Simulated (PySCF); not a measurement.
Species: C2H4GeN2Se.
Z-matrix (Å and degrees, PBE0-D3(BJ)/def2-SVP geometry), rows numbered from 1:
```
Ge
C   1  1.9603
N   2  1.3769  1  118.82
C   3  1.2946  2  111.30  1   179.89
Se  4  1.8593  3  112.50  2     0.03
N   2  1.3059  1  120.02  3   179.93
H   1  1.5371  2  108.52  3   -58.64
H   1  1.5371  2  108.58  3    60.26
H   1  1.5328  2  108.86  3  -179.17
H   4  1.0938  3  123.49  2  -179.97
```

Method used: PBE0-D3(BJ)/def2-SVP geometry optimisation, gas phase (PySCF 2.14.0).

Masses are those of the commonest isotopes; rigid-rotor values at the optimised geometry. 

**Question.** What are A, B and C (MHz)?

**Answer.** Ia = 83.89, Ib = 819.30, Ic = 896.84 u·Å²; 505379 MHz·u·Å²/I gives A = 6024, B = 616.8, C = 563.5 MHz.

**Question.** Classify the top.

**Answer.** A near-prolate asymmetric top; Ray's κ = -0.980.

**Question.** What does the inertial defect say?

**Answer.** Not planar: Δ = Ic − Ia − Ib = -6.35 u·Å². For a rigid frame Δ = −2 Σ m c², so Σ m c² = 3.17 u·Å² lies off the ab plane, practically all of it from hydrogen. The atom farthest from that plane is 1.26 Å away.

**Question.** List the rotational levels J(Ka,Kc) to J = 2 (K).

**Answer.** Above 0(0,0), as E/k:
J = 1: 1(0,1) 0.057, 1(1,1) 0.316, 1(1,0) 0.319
J = 2: 2(0,2) 0.170, 2(1,2) 0.427, 2(1,1) 0.435, 2(2,1) 1.213, 2(2,0) 1.213
Those of J = 1 are B + C, A + C and A + B.

**Question.** Predict some low-J microwave lines.

**Answer.** The dipole components are |μa| = 1.64 D, |μb| = 0.77 D, |μc| = 0.00 D; the mirror of this Cs structure is the ab plane, so μc vanishes by symmetry and there are no c-type lines. Intensities carry the squares of the components, which stand as 1.00 : 0.22 (a : b). Some of the stronger lines:

```
type  branch         J(Ka,Kc)    MHz  lower level (cm⁻¹)
   a       Q  3(1,2) ← 3(1,3)    320               0.412
   a       R  2(1,1) ← 1(1,0)   2414               0.222
   a       R  3(1,2) ← 2(1,1)   3621               0.302
   a       R  4(1,3) ← 3(1,2)   4827               0.423
   b       Q  1(1,0) ← 1(0,1)   5461               0.039
   b       Q  2(1,1) ← 2(0,2)   5514               0.118
   b       Q  4(1,3) ← 4(0,4)   5706               0.394
   b       R  4(1,4) ← 3(0,3)   9890               0.236
   b       R  2(2,0) ← 1(1,1)  18690               0.220
   b       R  3(2,1) ← 2(1,2)  19925               0.297
   b       R  4(2,2) ← 3(1,3)  21189               0.412
   b       Q  4(4,0) ← 4(3,1)  38037               2.025
   b       R  4(4,0) ← 3(3,1)  42759               1.868
```

Not checked by PBE0-D3(BJ)/def2-SVP frequencies. Constants of a rigid frame at the computed geometry: no zero-point averaging, no centrifugal distortion. A rigid rotor knows nothing of internal rotation, which can split or shift real lines. Quadrupole hyperfine structure (14N) is left out.

Time: 73 s wall; peak memory 0.59 GiB. Hardware: an AMD EPYC 9R45 with one thread, shared host. That covers the optimisation of the geometry.
